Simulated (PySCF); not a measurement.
## Polarisability and C₆ of Br²⁺ (bromine, charge +2)

[Ar] 3d10 4s2 4p3, high-spin 4S determinant. Computed with PySCF 2.14 in aug-cc-pV5Z-PP with ECP10MDF (8s7p6d4f3g2h, 136 functions), with a scalar-relativistic core potential. Coupled (time-dependent) response in atomic units; α is the mean over directions.

```
method  mean α (bohr³)  C₆ (like pair)  S(−4)
   UHF           8.391           40.27  16.53
   PBE           8.352           40.18  15.69
```

S(−4) is the Cauchy moment in α(ω) = α(0) + S(−4) ω² + …

α(iu) at UHF:

```tsv
u (hartree)	α(iu) (bohr³)
0	8.391
0.0500	8.350
0.100	8.229
0.200	7.788
0.300	7.163
0.500	5.745
0.750	4.199
1.00	3.091
1.50	1.818
2.00	1.194
3.00	0.6454
5.00	0.2965
```

For an ion, C₆ is the dispersion term alone; charge-induced terms of lower order in 1/R come first.

Energies and moments cover only the electrons outside the core potential.
